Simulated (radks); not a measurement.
The numbers below are computed, except where a source is named.
Q: Valence configurations of Ga I (all share [Ar]). Level of theory: non-relativistic Kohn-Sham, r2SCAN, spin-polarised, spherical densities, point nucleus; open shells are filled with parallel spins first; meta-GGA in the generalised Kohn-Sham scheme (a radial shooting solver on a logarithmic mesh with Libxc functionals). Order these by energy: 3d8 4s2 4p3; 3d9 4s2 4p2; 3d10 4s1 4p2; 3d9 4s1.5 4p2.5; 3d9.5 4s2 4p1.5; 3d10 4s2 4p1; 3d7 4s2 4p4; 3d10 4s1.5 4p1.5; 3d8.5 4s2 4p2.5.

A: From the lowest, in eV above it: 3d10 4s2 4p1 0.000; 3d10 4s1.5 4p1.5 2.447; 3d10 4s1 4p2 4.218; 3d9.5 4s2 4p1.5 9.388; 3d9 4s2 4p2 20.362; 3d9 4s1.5 4p2.5 22.730; 3d8.5 4s2 4p2.5 32.969; 3d8 4s2 4p3 47.252; 3d7 4s2 4p4 84.205. NIST lists [Ar] 3d10 4s2 4p1 as the ground configuration; this level of theory agrees among the configurations tried. The energies are those of spherical high-spin densities, not of single terms.
